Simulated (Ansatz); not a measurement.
Computed with Ansatz on PBE0-D4/def2-TZVP structures; ΔE is electronic, products minus reactants. CCSD(T)/CBS adds triple-zeta CCSD(T) − MP2 to the extrapolated MP2 energy (def2 sets, frozen cores). This one scheme is used for every species. Functionals use def2-TZVPP. Each species was taken in one conformer, which may not be the lowest.

`BSCB[SiH3]` + `OCO` → `OCOB[SiH3]` + `BSC`  (ligand exchange at a B–C bond)

```csv
level,ΔE (kJ/mol)
r2SCAN-D4,-133.4
ωB97X-V,-133.1
PBE0,-128.6
MP2/def2-QZVPP,-131.4
```

**Question.** What does CCSD(T)/CBS give? (Best estimate.)

**Answer.** Computed: -130.9 kJ/mol. The listed levels differ from it by -2.5, -2.2, 2.3, -0.5 kJ/mol.

Largest T1 diagnostic among the species: 0.014.
